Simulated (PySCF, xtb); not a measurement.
InCl2, SMILES [Cl][In+][Cl], charge +1.

GFN2-xTB (xtb) at its own geometry gives an orbital gap of 2.22 eV.

Geometry: r2SCAN-D4/def2-TZVP. The spin state was assumed, not searched. The isomer is the one that the SMILES or the coordinates give; other isomers of the formula were not compared. The def2 effective core potentials stand for the cores of In; spin–orbit coupling is left out.

**Question.** What does M06-2X/def2-TZVPD (PySCF) give? (The exact figures need the calculation; the answer reports its results.)

**Answer.** gap 8.24 eV (levels -16.51 and -8.28 eV).
